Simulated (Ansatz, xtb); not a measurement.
# CH4AlF2Si: where a starting geometry ends

The starting geometry of this gas-phase doublet was built from a drawn formula by distance geometry and a force field; its bonds are those of `[CH3][Al][SiH](F)F`.

```yaml
atoms:
  - { symbol: C, position_ang: [-0.1870, -0.2625, -0.4893] }
  - { symbol: Al, position_ang: [-0.9867, -2.0903, -0.2114] }
  - { symbol: F, position_ang: [-2.3055, -3.4699, 2.5589] }
  - { symbol: F, position_ang: [-3.1347, -0.8949, 2.0328] }
  - { symbol: Si, position_ang: [-2.7168, -2.3463, 1.3427] }
  - { symbol: H, position_ang: [0.6235, -0.3551, -1.2464] }
  - { symbol: H, position_ang: [0.2252, 0.0751, 0.4744] }
  - { symbol: H, position_ang: [-0.9683, 0.3986, -0.8336] }
  - { symbol: H, position_ang: [-3.9413, -2.8797, 0.6522] }
```

Q: Predict what it relaxes into with r2SCAN-D4/def2-SVP.

A: It keeps its bonds, and is `[CH3][Al][SiH](F)F`.

The energy falls by 0.31 eV over 37 steps:

| step | E − E(last) (eV) |
| --- | --- |
| 1 | 0.311 |
| 5 | 0.009 |
| 9 | 0.009 |
| 13 | 0.009 |
| 17 | 0.008 |
| 21 | 0.005 |
| 25 | 0.002 |
| 29 | 0.001 |
| 33 | 0.000 |
| 37 | 0.000 |

Final geometry (Å):

```yaml
atoms:
  - { symbol: C, position_ang: [-0.0970, -0.3758, -0.4386] }
  - { symbol: Al, position_ang: [-1.3603, -1.8576, -0.7066] }
  - { symbol: F, position_ang: [-1.9430, -2.6584, 2.5351] }
  - { symbol: F, position_ang: [-3.7049, -0.9736, 1.5777] }
  - { symbol: Si, position_ang: [-2.8623, -2.3273, 1.2271] }
  - { symbol: H, position_ang: [0.5680, -0.1697, -1.2913] }
  - { symbol: H, position_ang: [0.5339, -0.5841, 0.4454] }
  - { symbol: H, position_ang: [-0.6577, 0.5497, -0.2102] }
  - { symbol: H, position_ang: [-3.8684, -3.4280, 1.1416] }
```

From the same start GFN2-xTB ends elsewhere, at `[CH3][Al]([F])[SiH]F`.

No frequencies were run, so the end isn't proven a minimum. Open shells are spin-unrestricted. Run with Ansatz 0.2.0, 3.7 min on 2 threads of Intel(R) Xeon(R) Platinum 8259CL CPU @ 2.50GHz (Skylake/Cascade Lake), with other jobs on the host.
